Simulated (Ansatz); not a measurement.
Input file for Ansatz (an electronic-structure program): R-CCSD(T)/def2-TZVPP on C2H8Sn (SMILES [CH3][SnH2][CH3]), a point of a torsion scan. Elements past Kr take the def2 small-core potentials; no spin–orbit coupling. The run froze 11 orbitals, filled d shells among them.

Ansatz 0.2 input:
```yaml
crystal:
  periodic: [false, false, false]
  atoms:
    - {symbol: C, position_ang: [1.75911767, -0.56350929, -0.10987100]}
    - {symbol: Sn, position_ang: [0.05064549, 0.76259309, 0.01166417]}
    - {symbol: C, position_ang: [0.22389432, 2.41032641, -1.37813564]}
    - {symbol: H, position_ang: [2.45793118, -0.35745447, 0.69214299]}
    - {symbol: H, position_ang: [1.44780011, -1.59789332, -0.02955993]}
    - {symbol: H, position_ang: [2.27034810, -0.43181331, -1.05635301]}
    - {symbol: H, position_ang: [-1.36344677, -0.08549691, -0.29687476]}
    - {symbol: H, position_ang: [-0.13375162, 1.33613341, 1.57702837]}
    - {symbol: H, position_ang: [-0.62989233, 3.07235772, -1.30349603]}
    - {symbol: H, position_ang: [0.27963439, 2.03478478, -2.39362018]}
    - {symbol: H, position_ang: [1.12136217, 2.98315820, -1.17412947]}
basis:
  gaussian:
    orbitals: def2-TZVPP
magnetization: {spin_polarized: false}
correlation: {method: ccsd_t, electrons: outside_noble_gas}
scf: {lower_state_search: off}
```

The head of its log:

```
WARN ansatz: RAYON_NUM_THREADS=1 ignored (pool sized by the plan → 1); use --threads N
Functional definition: HF
these checks for a lower state are left out or cut short: stability, starts, cluster_reference, orbital_swaps, neighbouring_geometries, increment
integrals: 1.13 GiB planned
1438 factors; integrals over basis functions are off by at most 1.2e-3 eV
mean field: 0.68 GiB planned
mean field evaluation 1: about -7990.2566 eV, gradient 3.4e1 eV
mean field evaluation 2: about -7990.3598 eV, gradient 3.5e1 eV
mean field evaluation 4: about -7993.4349 eV, gradient 2.9e0 eV
mean field evaluation 8: about -7993.4722 eV, gradient 1.5e-1 eV
mean field -7993.47227908 eV, -293.7546880861 hartree, gradient 2.5e-6 eV, S^2 0.000000; 0 other end points of the search recorded, 0 dependent functions left out
11 core orbitals not correlated
reference -7993.47227908 eV, -293.7546880861 hartree; 10, 10 occupied and 203, 203 virtual orbitals, 1438 factors
```

Task: Give the final energy of this run.

Result: -294.3000 hartree (reference determinant -293.7547, T1 diagnostic 0.009).
